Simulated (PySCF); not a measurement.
Cd(vinyl)2, C4H6Cd (singlet state).
Geometry (PBE0-D3(BJ)/def2-SVP, Å), atoms numbered from 1 in this order:
```xyz
11
C4H6Cd angstrom
Cd    -0.5274   -0.1581    0.0015
C     -0.4503   -0.3464    2.0876
C      0.6604   -0.6244    2.7837
H     -1.3692   -0.2071    2.6748
H      1.6359   -0.7839    2.3088
H      0.6581   -0.7106    3.8790
C     -0.5814    0.0384   -2.0845
C      0.1919    0.8786   -2.7859
H     -1.2784   -0.5814   -2.6665
H      0.9250    1.5466   -2.3178
H      0.1354    0.9483   -3.8808
```

Theory: TDDFT CAM-B3LYP/def2-SVPD, vertical, gas phase, core orbitals frozen in the response, def2 core potentials past Kr (PySCF 2.14.0, density-fitted response routines). Spin–orbit coupling is left out.

Ground-to-excited transition dipoles (e·a0, same axes as the geometry; the sign carries no meaning), for the states with f of 0.002 or more among the lowest 10:

| state | E (eV) | μx | μy | μz |
| --- | --- | --- | --- | --- |
| S2 | 5.400 | -0.056 | 0.184 | -0.158 |
| S4 | 6.205 | 0.014 | -0.033 | 0.945 |
| S6 | 6.407 | -0.163 | 0.538 | -0.748 |
| S7 | 6.465 | -0.564 | -0.168 | 0.001 |
| S8 | 6.731 | 0.153 | -0.486 | 1.846 |
| S9 | 6.747 | 0.366 | 0.115 | -0.015 |
| S10 | 6.876 | -0.188 | -0.056 | 0.001 |

(1) Work out the oscillator strengths.

(2) What is the point group, and which symmetry does each of these states have?

(3) Which bond between heavy atoms lies closest to the direction of the S8 transition dipole?

(4) What angle do the transition dipoles of S4 and S6 make?

(5) What peak molar absorption coefficient would the strongest computed level give as a lone Gaussian band 0.4 eV wide at half height?

Results:

(1) f = (2/3) ΔE |μ|² with ΔE in hartree (27.2114 eV).

```tsv
state	|μ|² (au)	|μ| (D)	f
S2	0.062	0.63	0.008
S4	0.893	2.40	0.136
S6	0.876	2.38	0.138
S7	0.346	1.49	0.055
S8	3.666	4.87	0.605
S9	0.148	0.98	0.024
S10	0.039	0.50	0.007
```

(2) C2. The ground state is totally symmetric, so the direction of μ fixes the label. Polarised along the twofold axis, so A: S7, S9 and S10. Polarised across the twofold axis, so B: S2, S4, S6 and S8.

(3) Cd1–C7 and Cd1–C2, at 10° from it; next C2–C3 and C7–C8 at 52°.

(4) |cos θ| = |μa·μb| / (|μa| |μb|) = 0.82, so θ ≈ 35° (taken between 0 and 90°, since the signs are arbitrary).

(5) ε(max) = 2.175×10⁸ f / FWHM, with the width in cm⁻¹. S8: 2.175×10⁸ × 0.6046 / 3226 ≈ 41000 L mol⁻¹ cm⁻¹.

All these states lie below the vertical ionisation energy of 9.16 eV (ΔSCF).
